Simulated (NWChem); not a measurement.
Molecule: Si3H5OF; SMILES F[Si@@H]1O[SiH2][SiH2]1

```xyz
10

F      0.2863    -2.1170     0.7366
Si     0.1152    -1.0342    -0.4607
O      1.3497     0.0978    -0.3839
Si     0.6902     1.6029     0.0686
Si    -1.4698     0.6488    -0.0001
H      0.1688    -1.8031    -1.7312
H      1.0099     2.6355    -0.9595
H      1.2173     2.0413     1.3934
H     -2.2623     0.5372     1.2596
H     -2.3348     1.0746    -1.1420
```
Atoms are numbered in this order, from 1.

Coordinates come from a PBE0/def2-SVP optimisation.

Q: Give the principal values of the shielding tensors (ppm) of F1, Si2, O3, Si4, Si5 from LDA (Slater exchange, VWN5)/pcSseg-1, GIAO (NWChem), with their diamagnetic and paramagnetic parts as GIAO splits them.

A: 
| atom | σ11 | σ22 | σ33 | isotropic | diamagnetic | paramagnetic |
|---|---|---|---|---|---|---|
| F1 | 174.6 | 279.4 | 373.3 | 275.7 | 473.6 | -197.9 |
| Si2 | 255.7 | 288.4 | 313.4 | 285.8 | 880.1 | -594.3 |
| O3 | 12.7 | 235.0 | 253.9 | 167.2 | 397.6 | -230.4 |
| Si4 | 231.5 | 270.9 | 431.8 | 311.4 | 880.7 | -569.3 |
| Si5 | 306.5 | 398.9 | 474.5 | 393.3 | 882.5 | -489.2 |
